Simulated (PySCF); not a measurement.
Te(Et)(OH) (C₂H₆OTe), SMILES CC[Te]O.

Geometry: r2SCAN-D4/def2-SVP. The def2 effective core potentials stand for the cores of Te; spin–orbit coupling is left out. One conformer was computed; it need not be the lowest.

Two levels are set side by side: PBE/def2-TZVP (PySCF) and M06-2X/def2-TZVP (PySCF). Same geometry, gas phase. Differences are taken from unrounded values.

```
quantity                       PBE
---------------------------  -----
orbital gap (eV)              2.44
highest occupied level (eV)  -4.92
lowest empty level (eV)      -2.47
dipole moment (D)             1.97
mean polarisability (bohr³)   68.1
```

Task: These are the PBE values. What does M06-2X give? (An estimate is asked for; the answer gives what the named calculation found.)

Result: 
```
quantity                     M06-2X  PBE minus M06-2X
---------------------------  ------  ----------------
orbital gap (eV)               6.52             -4.08
highest occupied level (eV)   -7.17              2.25
lowest empty level (eV)       -0.64             -1.83
dipole moment (D)              2.23             -0.26
mean polarisability (bohr³)    65.5               2.6
```

Without exact exchange PBE keeps part of each electron's self-repulsion, which lifts occupied levels and narrows the gap. PBE's more diffuse valence density responds more strongly to a field. Differences between two approximate levels are no errors against the true value.

Rough cost on one machine, each run with all the roots and properties that it gave: M06-2X against PBE about 3 times.
